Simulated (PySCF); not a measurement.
Can point charges reproduce the dipole moment of `C=CP(C)COC`?

Coordinates (GFN2-xTB, Å) and charges (e) from the PBE0/pcSseg-1 density (PySCF):

| atom | x | y | z | Mulliken | IAO | Hirshfeld | ESP-fitted |
| --- | --- | --- | --- | --- | --- | --- | --- |
| C1 | -2.758 | 1.038 | -0.316 | -0.1226 | -0.2906 | -0.0933 | -0.4107 |
| C2 | -1.505 | 0.909 | 0.087 | -0.4154 | -0.3318 | -0.0962 | +0.1727 |
| P3 | -0.983 | -0.389 | 1.260 | +0.3216 | +0.4929 | +0.1406 | -0.2711 |
| C4 | 0.182 | 0.647 | 2.259 | -0.4713 | -0.6116 | -0.1709 | -0.2297 |
| C5 | 0.293 | -1.191 | 0.149 | -0.1387 | -0.2312 | -0.0457 | -0.0630 |
| O6 | 1.116 | -0.215 | -0.433 | -0.5190 | -0.3908 | -0.1240 | -0.1081 |
| C7 | 2.083 | -0.755 | -1.293 | -0.0184 | -0.1982 | -0.0391 | -0.4051 |
| H8 | -3.534 | 0.379 | 0.037 | +0.1151 | +0.1492 | +0.0412 | +0.1734 |
| H9 | -3.061 | 1.805 | -1.014 | +0.1194 | +0.1506 | +0.0479 | +0.1460 |
| H10 | -0.723 | 1.570 | -0.267 | +0.1422 | +0.1512 | +0.0374 | +0.0346 |
| H11 | 0.894 | 1.149 | 1.608 | +0.1506 | +0.1543 | +0.0342 | +0.0508 |
| H12 | -0.396 | 1.381 | 2.817 | +0.1455 | +0.1561 | +0.0417 | +0.1132 |
| H13 | 0.711 | 0.009 | 2.966 | +0.1375 | +0.1516 | +0.0406 | +0.1224 |
| H14 | 0.884 | -1.900 | 0.752 | +0.1244 | +0.1210 | +0.0311 | +0.1371 |
| H15 | -0.237 | -1.773 | -0.623 | +0.1311 | +0.1272 | +0.0307 | +0.0973 |
| H16 | 2.746 | -1.446 | -0.758 | +0.0871 | +0.1209 | +0.0364 | +0.1309 |
| H17 | 1.615 | -1.293 | -2.128 | +0.0900 | +0.1223 | +0.0374 | +0.1340 |
| H18 | 2.662 | 0.082 | -1.677 | +0.1210 | +0.1569 | +0.0508 | +0.1751 |

**Question.** What dipole does each set of charges give (1 e·Å = 4.803 D), and what does the density give?

**Answer.** The full density gives (1.24, -0.37, -0.98) D, 1.62 D in size; dipole vectors point from the negative to the positive end.

| scheme | μx | μy | μz | size (D) | share of the full size (%) | angle to the full dipole (°) |
| --- | --- | --- | --- | --- | --- | --- |
| Mulliken | -0.05 | -2.34 | 0.13 | 2.34 | 145 | 80 |
| IAO | -0.48 | -2.39 | 0.19 | 2.44 | 151 | 89 |
| Hirshfeld | 0.19 | -0.92 | -0.20 | 0.96 | 59 | 60 |
| ESP-fitted | 1.24 | -0.43 | -0.85 | 1.56 | 96 | 5 |

**Question.** Which set comes closest?

**Answer.** Length of the difference vector: ESP-fitted 0.14 D, Hirshfeld 1.41 D, Mulliken 2.60 D, IAO 2.90 D. Closest: ESP-fitted. The schemes that divide the density aren't constrained to reproduce the dipole.

**Question.** What is left for the Hirshfeld atoms' own dipoles?

**Answer.** The Hirshfeld atoms' densities add up to the full density, so μ = Σ q r + Σ (atomic dipoles). The atomic dipoles sum to (1.24, -0.37, -0.98) − (0.19, -0.92, -0.20) = (1.05, 0.55, -0.78) D, 1.41 D in size.

**Question.** With the origin at the mean of the coordinates, (0.000, 0.000, 0.190) Å, which are the largest single terms, by size, of the IAO dipole along the direction of the full one?

**Answer.** C4 +3.70, P3 -3.09, C1 +2.84, C7 -2.53, O6 -2.40 D; all 18 atoms together +0.06 D. The single terms depend on the origin, their sum doesn't.

**Question.** Give the size of the full dipole in other units.

**Answer.** 1.62 D = 0.638 au = 0.338 e·Å = 5.41 × 10⁻³⁰ C·m.

Geometry: GFN2-xTB, one conformer, isolated molecule.

These values come from a run that also computed NMR shieldings. Time: 27 s wall. Hardware: an Arm Neoverse V1 with one thread, no GPU, on a shared host.

Shape of the structure used: `[CH2:1]=[CH:2][P:3]([CH3:4])[CH2:5][O:6][CH3:7]`: C1–C2–P3–C4 -140°, C2–P3–C5–O6 47°, P3–C5–O6–C7 -179°.
